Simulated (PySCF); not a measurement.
**A PySCF run on KCl**

State: ¹Σ⁺ (singlet), closed shell.

An equivalent input (the run itself took its basis sets from the Basis Set Exchange, started from a PBE0 density and held the occupation σ 10α 10β, πx 4α 4β, πy 4α 4β):

```python
from pyscf import gto, scf, cc
mol = gto.M(atom='K 0 0 0; Cl 0 0 2.72', basis={'K': 'def2-SVPD', 'Cl': 'def2-SVPD'},
            charge=0, spin=0, verbose=4, symmetry='C2v')
mf = scf.RHF(mol)
mf.irrep_nelec = {'A1': 20, 'B1': 8, 'B2': 8}
mf.conv_tol = 1e-9
mf.max_cycle = 60
mf.diis_space = 10
mf.kernel()
mycc = cc.CCSD(mf, frozen=[0, 1, 2, 3, 4, 5, 6, 7, 8, 9])
mycc.run(conv_tol=1e-7, conv_tol_normt=1e-5, max_cycle=80, diis_space=8)
et = mycc.ccsd_t()
```

The SCF ended at -1058.52742897 hartree. The coupled-cluster part of the log:

```
******** <class 'pyscf.cc.ccsd.CCSD'> ********
CC2 = 0
CCSD nocc = 8, nmo = 44
frozen orbitals [0, 1, 2, 3, 4, 5, 6, 7, 8, 9]
max_cycle = 80
direct = 0
conv_tol = 1e-07
conv_tol_normt = 1e-05
diis_space = 8
diis_start_cycle = 0
diis_start_energy_diff = 1e+09
Init t2, MP2 energy = -1058.72925320804  E_corr(MP2) -0.201824240960432
Init E_corr(CCSD) = -0.201824240961036
cycle = 1  E_corr(CCSD) = -0.214024204598397  dE = -0.0121999636  norm(t1,t2) = 0.0297188
cycle = 2  E_corr(CCSD) = -0.216572716314682  dE = -0.00254851172  norm(t1,t2) = 0.00836472
cycle = 3  E_corr(CCSD) = -0.21713292032662  dE = -0.000560204012  norm(t1,t2) = 0.00433772
cycle = 4  E_corr(CCSD) = -0.217451414308075  dE = -0.000318493981  norm(t1,t2) = 0.0016431
cycle = 5  E_corr(CCSD) = -0.217429629254922  dE = 2.17850532e-05  norm(t1,t2) = 0.000664655
cycle = 6  E_corr(CCSD) = -0.217405298163288  dE = 2.43310916e-05  norm(t1,t2) = 0.000307842
cycle = 7  E_corr(CCSD) = -0.217407118521574  dE = -1.82035829e-06  norm(t1,t2) = 8.07483e-05
cycle = 8  E_corr(CCSD) = -0.217409432974441  dE = -2.31445287e-06  norm(t1,t2) = 3.85834e-05
cycle = 9  E_corr(CCSD) = -0.217409468623121  dE = -3.56486793e-08  norm(t1,t2) = 1.01115e-05
cycle = 10  E_corr(CCSD) = -0.217409423210415  dE = 4.54127057e-08  norm(t1,t2) = 4.21535e-06
CCSD converged
E(CCSD) = -1058.744838390285  E_corr = -0.217409423210415
CCSD(T) correction = -0.0043380985671597
```

T1 diagnostic 0.008, D1 0.019, 16 electrons correlated.

Repeating this along the bond gives Re = 2.763 Å and ωe = 264 cm⁻¹.

A point of this curve took 1.4 CPU seconds beside 0.082 for the integrals (shared host).

Correlated steps freeze 10 core orbitals.
